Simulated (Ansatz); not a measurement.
Computed with Ansatz.

CH9NSi3, SMILES `[SiH3][SiH]1NC[SiH2]1`. Total charge 0; spin multiplicity 1. Geometry: relaxed with PBE0-D4/def2-TZVP.

```xyz
14

Si   -2.116    0.541    1.281
Si   -0.504    0.672   -0.418
N    -0.026   -0.841   -1.116
C     1.388   -1.109   -0.842
Si    1.761    0.517    0.107
H    -2.370    1.889    1.865
H    -3.410    0.012    0.762
H    -1.650   -0.365    2.367
H    -0.961    1.709   -1.397
H    -0.565   -1.544   -1.594
H     1.987   -1.219   -1.755
H     1.547   -2.002   -0.226
H     2.175    0.326    1.523
H     2.744    1.413   -0.558
```

Problem. What is the dipole moment at r2SCAN/def2-TZVPP? (Estimate.)

Solution. The calculation gave: 1.27 D, with components (0.43, -1.00, -0.67) D in this frame, pointing from negative to positive charge.

Problem. And with PBE, B3LYP, ωB97M-V? (An estimate is asked.)

Solution. The calculation gave: PBE 1.31 D, B3LYP 1.17 D, ωB97M-V 1.16 D.

Problem. Give the Mulliken charges with r2SCAN, B3LYP, PBE in def2-TZVPP. (An estimate is asked.)

Solution. The calculation gave: 
| atom | r2SCAN | B3LYP | PBE |
| --- | --- | --- | --- |
| Si1 | 0.15 | 0.13 | 0.07 |
| Si2 | 0.29 | 0.27 | 0.22 |
| N3 | -0.34 | -0.31 | -0.25 |
| C4 | -0.09 | -0.16 | -0.14 |
| Si5 | 0.19 | 0.19 | 0.12 |
| H6 | -0.07 | -0.06 | -0.05 |
| H7 | -0.07 | -0.06 | -0.05 |
| H8 | -0.07 | -0.06 | -0.05 |
| H9 | -0.11 | -0.10 | -0.08 |
| H10 | 0.12 | 0.11 | 0.12 |
| H11 | 0.07 | 0.09 | 0.09 |
| H12 | 0.07 | 0.09 | 0.09 |
| H13 | -0.07 | -0.06 | -0.05 |
| H14 | -0.07 | -0.06 | -0.05 |

B3LYP here is the variant with VWN-RPA as its local correlation; programs differ in this.
